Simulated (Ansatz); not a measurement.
B₃P₂, relaxed as a doublet with UKS PBE-D4/def2-SVP in Ansatz, starting from the GFN2-xTB geometry. Force threshold 0.02 eV/Å.

The relaxation made no stability test and no search for a lower SCF solution. Another isomer (doublet) lies 2.58 eV lower at PBE0-D4/def2-TZVP; other spin states weren't run for this one.

Start:

```xyz
5

B     1.5089    0.1678    0.1260
B    -1.5087   -0.1760   -0.1182
B     0.0006   -0.0088    0.0052
P    -3.2034   -0.3642   -0.2700
P     3.2026    0.3812    0.2571
```

```json
{"step": "1", "energy (eV)": "-20582.5250", "largest force component (eV/Å)": "0.900", "SCF passes": "21"}
{"step": "2", "energy (eV)": "-20582.6340", "largest force component (eV/Å)": "0.201", "SCF passes": "69"}
{"step": "3", "energy (eV)": "-20582.6443", "largest force component (eV/Å)": "0.022", "SCF passes": "96"}
{"step": "4", "energy (eV)": "-20582.6444", "largest force component (eV/Å)": "0.000", "SCF passes": "24"}
```

Force components are those of the run's own axes.

End:

Cartesian coordinates in Å:
```
B 1.568 0.181 0.129
B -1.568 -0.182 -0.128
B 0.000 -0.001 0.001
P -3.282 -0.379 -0.270
P 3.282 0.382 0.268
```

By distances, no bond broke or formed. The bond that changes most is B1–B3, from 1.52 to 1.58 Å (atoms count from 1).

No frequencies were taken in this run, so the end may be a saddle point.

Hardware: 4 threads of Arm Neoverse V1 on a shared host. Wall time 8 s.
